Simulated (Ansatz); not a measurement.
# doublet Cl: levels of theory in one basis

A single Cl atom.

Basis set: cc-pVTZ (spherical functions). Frozen core: 5 orbitals. Correlation on ROHF uses semicanonical orbitals with singles. Charge 0, multiplicity 2.

Computed with Ansatz (development build ahead of 0.2.0); each method stands on the lowest determinant of its kind that the runs found.

```tsv
method	E − E(ROHF) (eV)	<S²> of the determinant
ROHF	0.00	0.75
ROHF-CCSD	-5.07	–
UHF-CCSD	-5.07	0.76
ROHF-CCSD(T)	-5.22	–
```

**Question.** What does ROHF-MP2 give on the same scale?

**Answer.** -4.48 eV.
